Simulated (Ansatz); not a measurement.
Reaction (substitution at a C–In bond): `[CH3][In]([F])[GeH3]` + `N=C=CO` → `COC=C=N` + `[F][InH][GeH3]`

Calculated with Ansatz (gas phase, PBE0-D4/def2-TZVP geometries, no zero-point term in ΔE). CCSD(T)/CBS is the MP2 limit (def2-TZVPP, def2-QZVPP) plus CCSD(T) − MP2 in def2-TZVPP, frozen cores. Functionals use def2-TZVPP. Elements past krypton have def2 core potentials. For Ge, In outer-core shells are correlated without core-valence functions, which leaves a few kJ/mol of doubt a bond. Scalar relativity is left out up to krypton. One conformer a species, not always the lowest.

`[CH3][In]([F])[GeH3]`:

Cartesian coordinates in Å:
```
C -1.211 1.793 -0.580
In -0.410 0.059 0.383
F -1.520 -0.356 1.961
Ge 1.506 -1.672 0.163
H -1.666 2.431 0.178
H -1.984 1.481 -1.286
H -0.442 2.343 -1.121
H 1.511 -2.655 1.341
H 1.348 -2.467 -1.146
H 2.868 -0.956 0.108
```

`N=C=CO`:

```xyz
7

N     1.569   -0.053    0.904
C     0.493    0.170    0.356
C    -0.734    0.332   -0.073
O    -1.439   -0.549   -0.854
H     2.382    0.256    0.367
H    -1.266    1.249    0.142
H    -1.004   -1.406   -0.841
```

`COC=C=N`:

Cartesian coordinates in Å:
```
C -1.367 -1.016 0.403
O -0.671 0.190 0.641
C 0.643 0.123 0.264
C 1.158 0.986 -0.579
N 1.640 1.721 -1.427
H -2.379 -0.878 0.783
H -1.405 -1.246 -0.668
H -0.896 -1.855 0.930
H 1.277 -0.631 0.725
H 2.001 2.607 -1.072
```

`[F][InH][GeH3]`:

Z-matrix (Å, degrees):
```
Ge
In 1 2.588
H 1 1.538 2 109.2
H 1 1.538 2 111.2 3 119.3
H 1 1.535 2 110.3 3 -119.5
F 2 1.966 1 109.9 3 84.1
H 2 1.715 1 140.3 3 -95.1
```

```csv
level,ΔE (kcal/mol)
revPBE-D4,16.7
r2SCANh-D4,17.0
BLYP,16.5
LC-ωPBE,16.5
CCSD/def2-SVP,13.5
CCSD/def2-TZVPP,17.1
HF/def2-QZVPP,12.1
CCSD/CBS(def2),18.0
```

Q: What does CCSD(T)/CBS give? (Best estimate.)

A: Ansatz gave: +18.6 kcal/mol. The listed levels differ from it by -1.9, -1.6, -2.1, -2.1, -5.1, -1.5, -6.5, -0.6 kcal/mol.

Largest T1 diagnostic among the species: 0.015.

At CCSD(T), def2-SVP lies −4.9 kcal/mol from the extrapolated value and def2-TZVPP −0.9 kcal/mol. From BLYP to BHLYP (50 % exact exchange), in def2-TZVPP and without D4, ΔE moves by −1.6 kcal/mol.
